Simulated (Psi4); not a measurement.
I₂Pb (SMILES [I][Pb][I]), singlet, at a GFN2-xTB geometry (such geometries of metal compounds can be far from the true shape) (core potentials on I, Pb); Psi4 with B3LYP5/def2-TZVP.

Here is a job for Psi4.
```
memory 2 GB

molecule mol {
0 1
  Pb   -0.008529   -0.007214    0.962796
  I     1.060678   -1.863893   -0.749473
  I    -1.047483    1.875053   -0.740135
}

set basis def2-tzvp
set reference rks

energy('b3lyp5')
print_variables()
```

### Question
What does Psi4 print? Leave out banner, timings and long lists.

### Answer

```
   => Loading Basis Set <=

    Name: DEF2-TZVP
    Role: ORBITAL
    Keyword: BASIS

    !!!  WARNING: ECP capability is in beta. Please check occupations closely.  !!!

         ---------------------------------------------------------
                                   SCF
               by Justin Turney, Rob Parrish, Andy Simmonett
                          and Daniel G. A. Smith
                              RKS Reference
         ---------------------------------------------------------

  ==> Geometry <==

    Molecular point group: cs
    Full point group: Cs

    Geometry (in Angstrom), charge = 0, multiplicity = 1:

       Center              X                  Y                   Z               Mass
    ------------   -----------------  -----------------  -----------------  -----------------
         PB           0.002042248811    -0.938600723656     0.000000000000   207.976652500000
         I            2.144489390113     0.773779459883     0.000000000000   126.904471900000
         I           -2.147836317649     0.764440853535     0.000000000000   126.904471900000

  Running in cs symmetry.

  Rotational constants: A =      0.05057  B =      0.01442  C =      0.01122 [cm^-1]
  Rotational constants: A =   1516.02139  B =    432.29765  C =    336.37842 [MHz]
  Nuclear repulsion =  289.287972731649802

  Charge       = 0
  Multiplicity = 1
  Electrons    = 72
  Nalpha       = 36
  Nbeta        = 36

  ==> Algorithm <==

  SCF Algorithm Type is DF.
  DIIS enabled.
  MOM disabled.
  Fractional occupation disabled.
  Guess Type is SAD.
  Energy threshold   = 1.00e-06
  Density threshold  = 1.00e-06
  Integral threshold = 1.00e-12

  ==> Primary Basis <==

  Basis Set: DEF2-TZVP
    Blend: DEF2-TZVP
    Number of shells: 48
    Number of basis functions: 150
    Number of Cartesian functions: 177
    Spherical Harmonics?: true
    Max angular momentum: 3

  Core potential: DEF2-TZVP
    Number of shells: 12
    Number of ECP primitives: 76
    Number of ECP core electrons: 116
    Max angular momentum: 3

  ==> DFT Potential <==

   => LibXC <=

    Version 7.1.2
    S. Lehtola, C. Steigemann, M. J. T. Oliveira, and M. A. L. Marques,  SoftwareX 7, 1–5 (2018) (10.1016/j.softx.2017.11.002)

   => Composite Functional: B3LYP5 <=

    B3LYP5 Hyb-GGA Exchange-Correlation Functional

    P. J. Stephens, F. J. Devlin, C. F. Chabalowski, and M. J. Frisch,  J. Phys. Chem. 98, 11623 (1994) (10.1021/j100096a001)

    Deriv               =              1
[...]
   @DF-RKS iter   4:  -788.39309929979811   -4.57497e-02   1.30152e-03 DIIS/ADIIS
   @DF-RKS iter   5:  -788.40242839277414   -9.32909e-03   4.93066e-04 DIIS/ADIIS
   @DF-RKS iter   6:  -788.40319157821261   -7.63185e-04   1.01655e-04 DIIS/ADIIS
   @DF-RKS iter   7:  -788.40328872426585   -9.71461e-05   2.58869e-05 DIIS
   @DF-RKS iter   8:  -788.40329121823436   -2.49397e-06   6.51101e-06 DIIS
   @DF-RKS iter   9:  -788.40329155528184   -3.37047e-07   8.64810e-07 DIIS
  Energy and wave function converged.

  ==> Post-Iterations <==

   Electrons on quadrature grid:
      Ntotal   =   71.9999539483 ; deviation = -4.605e-05

    Orbital Energies [Eh]
    ---------------------

    Doubly Occupied:

[...]
    Virtual:

[...]
    Final Occupation by Irrep:
             Ap   App
    DOCC [    25,   11 ]
    NA   [    25,   11 ]
    NB   [    25,   11 ]

  @DF-RKS Final Energy:  -788.40329155528184

   => Energetics <=

    Nuclear Repulsion Energy =            289.2879727316498020
    One-Electron Energy =               -1950.2510452798735514
    Two-Electron Energy =                 921.6268209777717857
    DFT Exchange-Correlation Energy =     -49.0670399848298118
    Empirical Dispersion Energy =           0.0000000000000000
    VV10 Nonlocal Energy =                  0.0000000000000000
    Total Energy =                       -788.4032915552818395

Computation Completed

Properties will be evaluated at   0.000000,   0.000000,   0.000000 [a0]

Properties computed using the SCF density matrix

 Multipole Moments:

 ------------------------------------------------------------------------------------
     Multipole            Electronic (a.u.)      Nuclear  (a.u.)        Total (a.u.)
 ------------------------------------------------------------------------------------

 L = 1.  Multiply by 2.5417464519 to convert [e a0] to [Debye]
 Dipole X            :          0.0759383           -0.0732150            0.0027233
 Dipole Y            :        -34.9096716           33.6490150           -1.2606565
 Dipole Z            :          0.0000000            0.0000000            0.0000000
 Magnitude           :                                                    1.2606595

 ------------------------------------------------------------------------------------

  Variable Map:
  ----------------------------------------------------------------------------
[...]
  Array Variable Map:
  ----------------------------------------------------------------------------
[...]
[...]
```
